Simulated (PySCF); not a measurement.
C6H8FOSi (doublet state).
Cartesian coordinates in Å at the GFN2-xTB level; atoms count from 1:
```
atom  x, y, z in Å
C1    -3.1045   -0.3116    0.0705
C2    -1.6433   -0.1250    0.4464
O3    -0.8858    0.0584   -0.7246
Si4    0.6801    0.3636   -0.9475
C5     1.4930    1.6976    0.0978
C6     2.4969    1.2506    0.8330
C7     2.7628   -0.1942    0.7385
C8     1.9326   -0.8302   -0.0919
F9     2.0284   -2.1598   -0.3072
H10   -3.4665    0.5657   -0.4589
H11   -3.2134   -1.1769   -0.5778
H12   -3.7019   -0.4592    0.9658
H13   -1.5223    0.7498    1.0945
H14   -1.2714   -1.0047    0.9847
H15    0.7512    0.3992   -2.3918
H16    3.1063    1.8483    1.4937
H17    3.5509   -0.6596    1.3111
```

The hyperfine couplings belong to this conformer and change with its torsions.

As a line formula: `O([Si@H]1[C]=CC=C1F)CC` [radical].

Computed with UKS B3LYP, pcH-1 on C F H O Si, non-relativistic, mean-field spin-orbit, GIAO (PySCF 2.14.0). One conformer (not necessarily the lowest) at the GFN2-xTB geometry, without solvent, vibrations or thermal averaging. The geometry wasn't refined by DFT: couplings that depend on bond lengths, twists or pyramidal angles can differ widely from those at the functional's own minimum. No stability test was run, so a lower SCF solution isn't excluded.

Principal values of hyperfine tensors in MHz (contact, dipolar and spin–orbit terms together), for some of the nuclei:

```csv
atom,isotope,A1,A2,A3
C5,13C,280.39,307.93,490.06
H16,1H,86.81,88.42,104.12
Si4,29Si,-86.74,-55.81,-52.95
C7,13C,50.59,58.78,69.68
C8,13C,28.07,46.03,53.68
F9,19F,-49.80,2.20,76.57
H17,1H,3.02,3.84,13.61
H15,1H,-6.21,-5.40,2.47
```

(1) Give the isotropic coupling of each nucleus in MHz and in mT (g = 2.0021), and the anisotropic part.

(2) What spin density at the nucleus of F9 lies behind its contact coupling (g_N = 5.25774)?

(3) C6 (13C, g_N = 1.40482) isn't in the table. Its spin density at the nucleus is -0.01528 bohr⁻³. What is its contact coupling?

(4) Which nucleus of the table has the largest anisotropic coupling, and what is its form?

(5) What first-order splitting does Si4 cause when the field lies along A1, A2 or A3 of its tensor (g taken as isotropic, no quadrupole term)?

Answers

(1) a_iso is a third of the trace, T = A − a_iso, and a(mT) = a(MHz)/(g × 13.996). The tensors hold a spin–orbit part: the run splits a_iso into a_FC + a_SO, and T includes its anisotropic share.

```tsv
atom	a_iso (MHz)	a_FC	a_SO	a_iso (mT)	T1	T2	T3
C5	359.46	359.62	-0.16	12.828	-79.07	-51.53	130.60
H16	93.12	93.12	0.00	3.323	-6.31	-4.70	11.01
Si4	-65.17	-65.27	0.10	-2.326	-21.57	9.36	12.22
C7	59.68	59.71	-0.02	2.130	-9.09	-0.90	9.99
C8	42.59	42.60	-0.01	1.520	-14.52	3.43	11.09
F9	9.66	9.63	0.03	0.345	-59.46	-7.45	66.91
H17	6.82	6.82	0.00	0.243	-3.80	-2.98	6.78
H15	-3.05	-3.05	0.00	-0.109	-3.16	-2.36	5.52
```

(2) a_FC = 800.24 MHz bohr³ × g_N × ρ(0)/(2S). With a_FC = 9.63 MHz and 2S = 1, ρ(0) = 0.002288 bohr⁻³.

(3) By the same relation, a_FC = -17.17 MHz. Its full tensor has the principal values -39.43, -12.31, 0.24 MHz.

(4) C5: -79.1, -51.5, 130.6 MHz (the dipolar term alone has -78.9, -51.6, 130.5), rhombic: the two smaller values differ by 21 % of the largest.

(5) 2 lines (I = 1/2), spaced by |A_i|/(g × 13.996): 3.10, 1.99, 1.89 mT along the axes of A1, A2 and A3.
